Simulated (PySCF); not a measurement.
trifluoro(fluorosilyl)silane (F4H2Si2), SMILES F[SiH2][Si](F)(F)F.

Geometry optimised at ωB97X-D3(BJ)/def2-SVP. The values are those of a single conformer.

Two levels are set side by side: PBE/def2-TZVP (PySCF) and CAM-B3LYP/def2-TZVP (PySCF). Same geometry, gas phase. Differences are taken from unrounded values.

```
quantity                     CAM-B3LYP
---------------------------  ---------
orbital gap (eV)                 10.54
highest occupied level (eV)     -10.92
lowest empty level (eV)          -0.38
dipole moment (D)                 2.09
mean polarisability (bohr³)       46.1
```

What does PBE give, and how far is it from CAM-B3LYP? (An estimate is asked for; the answer gives what the named calculation found.)


```tsv
quantity	PBE	PBE minus CAM-B3LYP
orbital gap (eV)	5.81	-4.73
highest occupied level (eV)	-8.11	2.81
lowest empty level (eV)	-2.30	-1.92
dipole moment (D)	1.89	-0.20
mean polarisability (bohr³)	49.3	3.2
```

Without exact exchange PBE keeps part of each electron's self-repulsion, which lifts occupied levels and narrows the gap. PBE's more diffuse valence density responds more strongly to a field. Differences between two approximate levels are no errors against the true value.

Rough cost on one machine, each run with all the roots and properties that it gave: CAM-B3LYP against PBE within a factor of 2.
